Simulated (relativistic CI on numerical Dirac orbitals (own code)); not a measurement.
## Electric-dipole transitions in La54+

These numbers are calculated, not measured: Dirac-Coulomb-Breit CI, separate exchange-only KLI orbitals for each configuration, a model potential for QED, unscaled Slater integrals (own radial code, finite nucleus).

Configuration list (outside the closed core 1s2): 2s, 2p, 3s, 3p, 3d, 4s, 4p, 4d, 4f, 5s, 5p, 5d, 5f, 5g. Levels of other configurations are missing.

| λ vac (nm) | Lower | Upper | A (s⁻¹) | E lower (eV) | E upper (eV) |
| --- | --- | --- | --- | --- | --- |
| 0.14129 | 2p ²P°3/2 [3] | 5d ²D5/2 [20] | 8.78e+13 | 601.03 | 9376.46 |
| 0.14721 | 2s ²S1/2 [1] | 4p ²P°3/2 [11] | 8.70e+13 | 0.00 | 8422.52 |
| 0.14942 | 2p ²P°1/2 [2] | 4d ²D3/2 [12] | 1.79e+14 | 129.54 | 8427.05 |
| 0.15807 | 2p ²P°3/2 [3] | 4d ²D5/2 [13] | 1.91e+14 | 601.03 | 8444.89 |
| 0.19416 | 2s ²S1/2 [1] | 3p ²P°3/2 [6] | 1.91e+14 | 0.00 | 6385.69 |
| 0.19784 | 2p ²P°1/2 [2] | 3d ²D3/2 [7] | 5.31e+14 | 129.54 | 6396.47 |
| 0.19852 | 2s ²S1/2 [1] | 3p ²P°1/2 [5] | 2.30e+14 | 0.00 | 6245.50 |
| 0.21239 | 2p ²P°3/2 [3] | 3d ²D5/2 [8] | 5.91e+14 | 601.03 | 6438.64 |
| 0.21393 | 2p ²P°3/2 [3] | 3d ²D3/2 [7] | 9.82e+13 | 601.03 | 6396.47 |
| 0.39296 | 3s ²S1/2 [4] | 5p ²P°3/2 [18] | 1.39e+13 | 6209.90 | 9365.01 |
| 0.39715 | 3p ²P°1/2 [5] | 5d ²D3/2 [19] | 2.72e+13 | 6245.50 | 9367.32 |
| 0.41456 | 3p ²P°3/2 [6] | 5d ²D5/2 [20] | 3.15e+13 | 6385.69 | 9376.46 |
| 0.41604 | 3d ²D3/2 [7] | 5f ²F°5/2 [21] | 4.01e+13 | 6396.47 | 9376.58 |
| 0.42137 | 3d ²D5/2 [8] | 5f ²F°7/2 [23] | 4.16e+13 | 6438.64 | 9381.08 |
| 0.56035 | 3s ²S1/2 [4] | 4p ²P°3/2 [11] | 2.43e+13 | 6209.90 | 8422.52 |
| 0.56833 | 3p ²P°1/2 [5] | 4d ²D3/2 [12] | 5.30e+13 | 6245.50 | 8427.05 |
| 0.57568 | 3s ²S1/2 [4] | 4p ²P°1/2 [10] | 3.04e+13 | 6209.90 | 8363.61 |
| 0.60210 | 3p ²P°3/2 [6] | 4d ²D5/2 [13] | 6.41e+13 | 6385.69 | 8444.89 |
| 0.60520 | 3d ²D3/2 [7] | 4f ²F°5/2 [14] | 1.20e+14 | 6396.47 | 8445.11 |
| 0.60736 | 3p ²P°3/2 [6] | 4d ²D3/2 [12] | 1.10e+13 | 6385.69 | 8427.05 |
| 0.61524 | 3d ²D5/2 [8] | 4f ²F°7/2 [15] | 1.26e+14 | 6438.64 | 8453.87 |
| 0.61792 | 3d ²D5/2 [8] | 4f ²F°5/2 [14] | 8.34e+12 | 6438.64 | 8445.11 |
| 0.63148 | 3p ²P°3/2 [6] | 4s ²S1/2 [9] | 1.76e+13 | 6385.69 | 8349.07 |
| 1.2204 | 4s ²S1/2 [9] | 5p ²P°3/2 [18] | 5.59e+12 | 8349.07 | 9365.01 |
| 1.2353 | 4p ²P°1/2 [10] | 5d ²D3/2 [19] | 1.06e+13 | 8363.61 | 9367.32 |
| 1.2576 | 4s ²S1/2 [9] | 5p ²P°1/2 [17] | 7.14e+12 | 8349.07 | 9334.97 |
| 1.2997 | 4p ²P°3/2 [11] | 5d ²D5/2 [20] | 1.33e+13 | 8422.52 | 9376.46 |
| 1.3057 | 4d ²D3/2 [12] | 5f ²F°5/2 [21] | 2.22e+13 | 8427.05 | 9376.58 |
| 1.3123 | 4p ²P°3/2 [11] | 5d ²D3/2 [19] | 2.32e+12 | 8422.52 | 9367.32 |
| 1.3244 | 4d ²D5/2 [13] | 5f ²F°7/2 [23] | 2.37e+13 | 8444.89 | 9381.08 |
| 1.3247 | 4f ²F°5/2 [14] | 5g ²G7/2 [22] | 3.79e+13 | 8445.11 | 9381.07 |
| 1.3307 | 4d ²D5/2 [13] | 5f ²F°5/2 [21] | 1.59e+12 | 8444.89 | 9376.58 |
| 1.3333 | 4f ²F°7/2 [15] | 5g ²G9/2 [24] | 3.89e+13 | 8453.87 | 9383.75 |
| 1.3372 | 4f ²F°7/2 [15] | 5g ²G7/2 [22] | 1.38e+12 | 8453.87 | 9381.07 |
| 1.3475 | 4d ²D5/2 [13] | 5p ²P°3/2 [18] | 1.86e+12 | 8444.89 | 9365.01 |
| 1.3698 | 4p ²P°3/2 [11] | 5s ²S1/2 [16] | 5.99e+12 | 8422.52 | 9327.66 |
| 2.0628 | 2s ²S1/2 [1] | 2p ²P°3/2 [3] | 6.39e+11 | 0.00 | 601.03 |
| 7.0533 | 3s ²S1/2 [4] | 3p ²P°3/2 [6] | 9.73e+10 | 6209.90 | 6385.69 |
| 8.2126 | 3p ²P°1/2 [5] | 3d ²D3/2 [7] | 3.98e+10 | 6245.50 | 6396.47 |
| 16.880 | 4s ²S1/2 [9] | 4p ²P°3/2 [11] | 2.39e+10 | 8349.07 | 8422.52 |
| 19.544 | 4p ²P°1/2 [10] | 4d ²D3/2 [12] | 1.26e+10 | 8363.61 | 8427.05 |
| 33.196 | 5s ²S1/2 [16] | 5p ²P°3/2 [18] | 7.90e+09 | 9327.66 | 9365.01 |
| 38.328 | 5p ²P°1/2 [17] | 5d ²D3/2 [19] | 4.58e+09 | 9334.97 | 9367.32 |
| 55.409 | 4p ²P°3/2 [11] | 4d ²D5/2 [13] | 6.71e+08 | 8422.52 | 8444.89 |
| 108.28 | 5p ²P°3/2 [18] | 5d ²D5/2 [20] | 2.46e+08 | 9365.01 | 9376.46 |

Terms are leading LS components. Brackets give the number of a level in order of energy, since labels repeat. The list gives strong lines, with weight on those to low levels, without lines whose two gauges differ by over a factor of 2.5. Levels whose partners in the same complex of configurations lie outside the list can be far off, and so can their lines. Rates are taken at the computed energies, electric ones in the length gauge.

At this charge energies of transitions that change n are usually good to better than 1 %, and those within a shell (Δn = 0) to a few per cent.

**Question.** From the table, what is the radiative lifetime of 5d ²D5/2?

**Answer.** The listed rates from this level add up to about 1.33e+14 s⁻¹, 99 % of its decay; with all channels τ = 7.50e-15 s.
